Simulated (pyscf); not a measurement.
Structures and frequencies: ωB97X-D3(BJ)/def2-SVP in PySCF.

SMILES: [SiH3][Se][Ag]
```xyz
6

Si    -0.1079    -0.2742    -0.2576
Se     1.8080     0.8463    -0.6546
Ag     1.3977     2.3287     1.2216
H     -1.3195     0.5966    -0.3584
H     -0.2435    -1.3646    -1.2679
H     -0.1412    -0.9009     1.0999
```
Charge 0, spin multiplicity 1.

Task: What is the homolytic dissociation enthalpy (298 K, ωB97M-D3(BJ)/def2-TZVP) of the Ag–Se bond of `[SiH3][Se][Ag]`, to H₃Si–Se• + Ag•?

Result: Ag–Se to H₃Si–Se• + Ag•: 53.2 kcal/mol. The 7 functionals that were run give +48.6 (M06-2X) to +60.2 kcal/mol (ωB97X-D3(BJ)/def2-TZVP). Other isomers of H₃Si–Se• were not searched in full and may lie lower. Open-shell species with a d-block atom are single-reference here; other states, and whether the spin sits on metal or ligand, were not checked. Elements up to Kr have no core potential and no relativistic terms here. Elements past Kr carry the def2 core potentials, without spin-orbit coupling.
